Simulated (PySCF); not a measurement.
**A survey of 29Si NMR shifts**

Level of theory: GFN2-xTB geometry, shielding tensors at PBE0/pcSseg-1 (GIAO), in PySCF 2.14 (single conformer, in vacuum, non-relativistic Hamiltonian, rapidly exchanging positions averaged).

Shieldings were converted by a linear fit to measured shifts: 29Si (scatter 8.9 ppm rms, 25.8 ppm with the 6 outliers that the fit left out vs TMS, solution or neat liquid). Occasional misses reach two or three times the rms, and more in compound classes unlike the fitted ones.

Task: Give the 29Si shifts of `CN[Si]1(C)O[SiH2]O[SiH2]O1`, `CN[Si@H](C[SiH2]C#N)[SiH2]N`, `F[C@@H]([SiH3])[Si@@H](Cl)C1CC1`, `F[Si@H]1C=C([SiH3])OCC1`, `COc1nccpc1[SiH3]`, `CC[Si@H](Cl)/C(F)=C/[SiH3]`, `C1CC1N1[SiH2]N[SiH2]N[SiH2]1`, `C=CC[Si@@H](Cl)[C@H](F)[SiH3]`, `[SiH3]O[SiH2]N[SiH]1OCCO1`, `CO[Si@@]1(O)OC[SiH2]N1[SiH3]`.

Result: 
```csv
compound,environment,δ (ppm)
[CH3:1][NH:2][Si:3]1([CH3:4])[O:5][SiH2:6][O:7][SiH2:8][O:9]1,"Si3: silicon bonded to C, N, 2 O, in a 6-membered ring",-39.4
[CH3:1][NH:2][Si:3]1([CH3:4])[O:5][SiH2:6][O:7][SiH2:8][O:9]1,"Si6/8: silicon bonded to 2 O, 2 H, in a 6-membered ring (×2)",-39.5
[CH3:1][NH:2][Si@H:3]([CH2:4][SiH2:5][C:6]#[N:7])[SiH2:8][NH2:9],"Si3: silicon bonded to C, N, Si, H",-29.5
[CH3:1][NH:2][Si@H:3]([CH2:4][SiH2:5][C:6]#[N:7])[SiH2:8][NH2:9],"Si8: silicon bonded to N, Si, 2 H",-53.1
[CH3:1][NH:2][Si@H:3]([CH2:4][SiH2:5][C:6]#[N:7])[SiH2:8][NH2:9],"Si5: silicon bonded to 2 C, 2 H",-63.4
[F:1][C@@H:2]([SiH3:3])[Si@@H:4]([Cl:5])[CH:6]1[CH2:7][CH2:8]1,"Si4: silicon bonded to 2 C, Cl, H",3.7
[F:1][C@@H:2]([SiH3:3])[Si@@H:4]([Cl:5])[CH:6]1[CH2:7][CH2:8]1,"Si3: silicon bonded to C, 3 H",-69.1
[F:1][Si@H:2]1[CH:3]=[C:4]([SiH3:5])[O:6][CH2:7][CH2:8]1,"Si2: silicon bonded to 2 C, F, H, in a 6-membered ring",-20.5
[F:1][Si@H:2]1[CH:3]=[C:4]([SiH3:5])[O:6][CH2:7][CH2:8]1,"Si5: silicon bonded to C, 3 H",-66.4
COc1nccpc1[SiH3],"silicon bonded to C, 3 H",-68.3
[CH3:1][CH2:2][Si@H:3]([Cl:4])/[C:5]([F:6])=[CH:7]/[SiH3:8],"Si3: silicon bonded to 2 C, Cl, H",-13.8
[CH3:1][CH2:2][Si@H:3]([Cl:4])/[C:5]([F:6])=[CH:7]/[SiH3:8],"Si8: silicon bonded to C, 3 H",-81.3
[CH2:1]1[CH2:2][CH:3]1[N:4]1[SiH2:5][NH:6][SiH2:7][NH:8][SiH2:9]1,"Si7: silicon bonded to 2 N, 2 H, in a 6-membered ring",-35.6
[CH2:1]1[CH2:2][CH:3]1[N:4]1[SiH2:5][NH:6][SiH2:7][NH:8][SiH2:9]1,"Si5/9: silicon bonded to 2 N, 2 H, in a 6-membered ring (×2)",-39.5
[CH2:1]=[CH:2][CH2:3][Si@@H:4]([Cl:5])[C@H:6]([F:7])[SiH3:8],"Si4: silicon bonded to 2 C, Cl, H",-6.5
[CH2:1]=[CH:2][CH2:3][Si@@H:4]([Cl:5])[C@H:6]([F:7])[SiH3:8],"Si8: silicon bonded to C, 3 H",-69.8
[SiH3:1][O:2][SiH2:3][NH:4][SiH:5]1[O:6][CH2:7][CH2:8][O:9]1,"Si5: silicon bonded to N, 2 O, H, in a 5-membered ring",-26.4
[SiH3:1][O:2][SiH2:3][NH:4][SiH:5]1[O:6][CH2:7][CH2:8][O:9]1,"Si3: silicon bonded to N, O, 2 H",-34.7
[SiH3:1][O:2][SiH2:3][NH:4][SiH:5]1[O:6][CH2:7][CH2:8][O:9]1,"Si1: silicon bonded to O, 3 H",-43.6
[CH3:1][O:2][Si@@:3]1([OH:4])[O:5][CH2:6][SiH2:7][N:8]1[SiH3:9],"Si7: silicon bonded to C, N, 2 H, in a 5-membered ring",-29.6
[CH3:1][O:2][Si@@:3]1([OH:4])[O:5][CH2:6][SiH2:7][N:8]1[SiH3:9],"Si3: silicon bonded to N, 3 O, in a 5-membered ring",-50.3
[CH3:1][O:2][Si@@:3]1([OH:4])[O:5][CH2:6][SiH2:7][N:8]1[SiH3:9],"Si9: silicon bonded to N, 3 H",-56.0
```
